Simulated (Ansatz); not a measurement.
Calculation: B3LYP-D3(BJ)/def2-TZVP in Ansatz (a first-principles code). No frequencies were computed at this level.

Ansatz 0.2 input:
```yaml
crystal:
  periodic: [false, false, false]
  atoms:
    - { symbol: C, position_ang: [2.744221, 0.158461, 0.994611] }
    - { symbol: C, position_ang: [1.577381, 0.06289, 0.708846] }
    - { symbol: C, position_ang: [0.265023, -0.036557, 0.383745] }
    - { symbol: C, position_ang: [-0.905582, -0.111266, 0.089134] }
    - { symbol: N, position_ang: [-2.200396, -0.284977, -0.197924] }
    - { symbol: H, position_ang: [3.758002, 0.233524, 1.247859] }
    - { symbol: H, position_ang: [-2.409058, -0.353974, -1.185344] }
    - { symbol: H, position_ang: [-2.829583, 0.331905, 0.299044] }
basis:
  gaussian: { orbitals: def2-tzvp }
hamiltonian:
  xc: b3lyp
  dispersion: d3bj
relax:
  max_steps: 150
```

Output:

```
Functional definition: B3LYP
1007 factors; their error is unknown
mean field evaluation 1: about -5675.8533 eV, gradient 6.5e1 eV
mean field evaluation 2: about -5673.5905 eV, gradient 7.0e1 eV
mean field evaluation 4: about -5685.2015 eV, gradient 6.4e0 eV
mean field evaluation 8: about -5685.2883 eV, gradient 1.3e-1 eV
mean field evaluation 16: about -5685.2925 eV, gradient 5.0e-4 eV
mean field -5685.29250054 eV, -208.9306457653 hartree, gradient 5.0e-5 eV, S^2 0.000000; 0 other end points of the search recorded, 0 dependent functions left out
reference -5685.29275801 eV, -208.9306552270 hartree; 17, 17 occupied and 156, 156 virtual orbitals, 1007 factors
relax step   1: F+E_penalty+E_count = -5685.52590073 eV  Δ(F+E_penalty+E_count) = +0.000e0 eV  max|allowed force component| = 5.599e-1 eV/Å  Δτ_max = 0.0000 Å  (32 SCF iters, accepted)
these checks for a lower state are left out or cut short: starts, cluster_reference, orbital_swaps, neighbouring_geometries, increment
1007 factors; their error is unknown
mean field -5685.30035149 eV, -208.9309342824 hartree, gradient 1.5e-5 eV, S^2 0.000000; 0 other end points of the search recorded, 0 dependent functions left out
reference -5685.30060982 eV, -208.9309437758 hartree; 17, 17 occupied and 156, 156 virtual orbitals, 1007 factors
relax step   2: F+E_penalty+E_count = -5685.53328537 eV  Δ(F+E_penalty+E_count) = -7.385e-3 eV  max|allowed force component| = 1.317e-1 eV/Å  Δτ_max = 0.0168 Å  (36 SCF iters, accepted)
these checks for a lower state are left out or cut short: starts, cluster_reference, orbital_swaps, neighbouring_geometries, increment
1007 factors; their error is unknown
mean field evaluation 32: about -5685.3024 eV, gradient 1.6e-5 eV
mean field -5685.30238830 eV, -208.9310091336 hartree, gradient 1.6e-5 eV, S^2 0.000000; 0 other end points of the search recorded, 0 dependent functions left out
reference -5685.30264717 eV, -208.9310186471 hartree; 17, 17 occupied and 156, 156 virtual orbitals, 1007 factors
relax step   3: F+E_penalty+E_count = -5685.53511091 eV  Δ(F+E_penalty+E_count) = -1.826e-3 eV  max|allowed force component| = 1.064e-1 eV/Å  Δτ_max = 0.0094 Å  (36 SCF iters, accepted)
these checks for a lower state are left out or cut short: starts, cluster_reference, orbital_swaps, neighbouring_geometries, increment
1007 factors; their error is unknown
mean field -5685.30323561 eV, -208.9310402719 hartree, gradient 1.6e-5 eV, S^2 0.000000; 0 other end points of the search recorded, 0 dependent functions left out
reference -5685.30349478 eV, -208.9310497960 hartree; 17, 17 occupied and 156, 156 virtual orbitals, 1007 factors
relax step   4: F+E_penalty+E_count = -5685.53589495 eV  Δ(F+E_penalty+E_count) = -7.840e-4 eV  max|allowed force component| = 8.162e-2 eV/Å  Δτ_max = 0.0092 Å  (36 SCF iters, accepted)
these checks for a lower state are left out or cut short: starts, cluster_reference, orbital_swaps, neighbouring_geometries, increment
1007 factors; their error is unknown
mean field -5685.30259754 eV, -208.9310168231 hartree, gradient 1.5e-5 eV, S^2 0.000000; 0 other end points of the search recorded, 0 dependent functions left out
reference -5685.30285674 eV, -208.9310263484 hartree; 17, 17 occupied and 156, 156 virtual orbitals, 1007 factors
relax step   5: F+E_penalty+E_count = -5685.53554704 eV  Δ(F+E_penalty+E_count) = +3.479e-4 eV  max|allowed force component| = 1.429e-1 eV/Å  Δτ_max = 0.0109 Å  (35 SCF iters, rejected (line search))
these checks for a lower state are left out or cut short: starts, cluster_reference, orbital_swaps, neighbouring_geometries, increment
1007 factors; their error is unknown
mean field -5685.30351211 eV, -208.9310504328 hartree, gradient 1.5e-5 eV, S^2 0.000000; 0 other end points of the search recorded, 0 dependent functions left out
reference -5685.30377131 eV, -208.9310599582 hartree; 17, 17 occupied and 156, 156 virtual orbitals, 1007 factors
relax step   6: F+E_penalty+E_count = -5685.53622113 eV  Δ(F+E_penalty+E_count) = -3.262e-4 eV  max|allowed force component| = 3.640e-2 eV/Å  Δτ_max = 0.0053 Å  (37 SCF iters, accepted)
these checks for a lower state are left out or cut short: starts, cluster_reference, orbital_swaps, neighbouring_geometries, increment
1007 factors; their error is unknown
mean field -5685.30355538 eV, -208.9310520230 hartree, gradient 1.5e-5 eV, S^2 0.000000; 0 other end points of the search recorded, 0 dependent functions left out
reference -5685.30381464 eV, -208.9310615508 hartree; 17, 17 occupied and 156, 156 virtual orbitals, 1007 factors
relax step   7: F+E_penalty+E_count = -5685.53626902 eV  Δ(F+E_penalty+E_count) = -4.789e-5 eV  max|allowed force component| = 5.901e-3 eV/Å  Δτ_max = 0.0027 Å  (37 SCF iters, accepted)
1007 factors; their error is unknown
mean field evaluation 64: about -5685.3033 eV, gradient 4.8e-1 eV
mean field -5685.30355538 eV, -208.9310520230 hartree, gradient 1.5e-5 eV, S^2 0.000000; 1 other end points of the search recorded, 0 dependent functions left out
reference -5685.30381464 eV, -208.9310615508 hartree; 17, 17 occupied and 156, 156 virtual orbitals, 1007 factors
Total energy: -5685.53652828 eV, -208.9396136193 hartree
Atom 0 at     2.753069     0.154921     0.999294 Å, force     0.001194     0.000215     0.000495 eV/Å
Atom 1 at     1.584070     0.066193     0.709838 Å, force    -0.000942     0.000323    -0.000522 eV/Å
Atom 2 at     0.267816    -0.032609     0.383347 Å, force     0.001085     0.001422    -0.000364 eV/Å
Atom 3 at    -0.903541    -0.110949     0.088343 Å, force    -0.002708    -0.001495    -0.000346 eV/Å
Atom 4 at    -2.197188    -0.254649    -0.211113 Å, force     0.005901    -0.000012     0.002343 eV/Å
Atom 5 at     3.780574     0.231490     1.254468 Å, force    -0.001269    -0.000842    -0.000083 eV/Å
Atom 6 at    -2.432135    -0.370752    -1.185639 Å, force    -0.001876     0.000659     0.000078 eV/Å
Atom 7 at    -2.852658     0.316360     0.301434 Å, force    -0.001385    -0.000270    -0.001601 eV/Å
Dipole moment:    -0.521460     0.128499    -0.206829 e Å
```

Cost: roughly 40 core-seconds.
